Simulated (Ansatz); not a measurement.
Cost and result up the ladder for `O=P(O)(O)c1ccc(-c2ccc(-c3ccccc3)cc2)cc1` (37 atoms). Total charge 0; singlet. Geometry: r2SCAN-D4/def2-SVP.

```xyz
37

O     3.5588    1.8354    5.8998
P     4.0189    2.0845    4.5078
O     4.3061    3.6619    4.1840
O     5.4306    1.4451    4.0330
C     2.9185    1.4901    3.2248
C     1.7503    0.8160    3.6084
C     0.8592    0.3547    2.6408
C     1.1112    0.5548    1.2701
C     0.1665    0.0652    0.2439
C    -0.0506    0.7829   -0.9476
C    -0.9400    0.3213   -1.9145
C    -1.6509   -0.8809   -1.7369
C    -2.5915   -1.3740   -2.7671
C    -3.7679   -2.0583   -2.4054
C    -4.6541   -2.5239   -3.3780
C    -4.3845   -2.3167   -4.7344
C    -3.2202   -1.6389   -5.1090
C    -2.3342   -1.1722   -4.1368
C    -1.4324   -1.5987   -0.5455
C    -0.5463   -1.1354    0.4237
C     2.2891    1.2364    0.9000
C     3.1831    1.6992    1.8615
H     3.7504    4.2156    4.7532
H     6.1554    1.7245    4.6144
H     1.5499    0.6670    4.6736
H    -0.0619   -0.1460    2.9519
H     0.4567    1.7399   -1.1002
H    -1.1161    0.9229   -2.8108
H    -4.0025   -2.2019   -1.3467
H    -5.5668   -3.0449   -3.0739
H    -5.0789   -2.6821   -5.4964
H    -2.9947   -1.4804   -6.1678
H    -1.4125   -0.6684   -4.4422
H    -1.9392   -2.5559   -0.3936
H    -0.3718   -1.7363    1.3209
H     2.5168    1.3789   -0.1600
H     4.0956    2.2189    1.5550
```

Ansatz on 2 threads of AMD EPYC 7R13 on a shared host and a share (18 GiB) of an NVIDIA H100 80GB HBM3. Times are rough, and most runs start from the orbitals of an earlier one. CAM-B3LYP-D4/def2-TZVP serves as the yardstick here, not as an exact answer. Differences are given only for rows in sets of like size (and for xTB, whose basis is part of the method), since another set adds its own error. Binding counts from free atoms at the same level (O triplet, P quartet, C triplet, H doublet; other spins of the atoms weren't run), without zero-point energy or a counterpoise term.

Correlated methods freeze 26 core orbitals. The rows differ in basis, and correlated rows in double-zeta sets carry the largest basis error. Single mean-field runs in def2-TZVP are fitted with def2-universal-jkfit.

Correlated methods converge slowly with the basis, most of all in double-zeta sets.

```json
{"level": "PBE0-D4/def2-SVP", "functions": "387", "wall time": "3.7 s", "binding energy per atom (eV)": "5.27", "difference from CAM-B3LYP-D4/def2-TZVP (eV)": "–", "remarks": "–"}
{"level": "MP2/def2-SVP", "functions": "387", "wall time": "4.2 s", "binding energy per atom (eV)": "5.05", "difference from CAM-B3LYP-D4/def2-TZVP (eV)": "–", "remarks": "restricted SCF unstable"}
{"level": "PBE-D4/def2-TZVP", "functions": "778", "wall time": "4.4 s", "binding energy per atom (eV)": "5.35", "difference from CAM-B3LYP-D4/def2-TZVP (eV)": "0.20", "remarks": "–"}
{"level": "PBE-D4/def2-SVP", "functions": "387", "wall time": "4.4 s", "binding energy per atom (eV)": "5.40", "difference from CAM-B3LYP-D4/def2-TZVP (eV)": "–", "remarks": "–"}
{"level": "LDA (SPW92)/def2-TZVP", "functions": "778", "wall time": "4.6 s", "binding energy per atom (eV)": "5.99", "difference from CAM-B3LYP-D4/def2-TZVP (eV)": "0.84", "remarks": "–"}
{"level": "PBE0-D4/def2-TZVP", "functions": "778", "wall time": "5.5 s", "binding energy per atom (eV)": "5.22", "difference from CAM-B3LYP-D4/def2-TZVP (eV)": "0.07", "remarks": "–"}
{"level": "CAM-B3LYP-D4/def2-TZVP", "functions": "778", "wall time": "6.5 s", "binding energy per atom (eV)": "5.15", "difference from CAM-B3LYP-D4/def2-TZVP (eV)": "0.00", "remarks": "–"}
{"level": "r2SCAN-D4/def2-TZVP (with forces)", "functions": "778", "wall time": "8.5 s", "binding energy per atom (eV)": "5.18", "difference from CAM-B3LYP-D4/def2-TZVP (eV)": "0.03", "remarks": "–"}
```
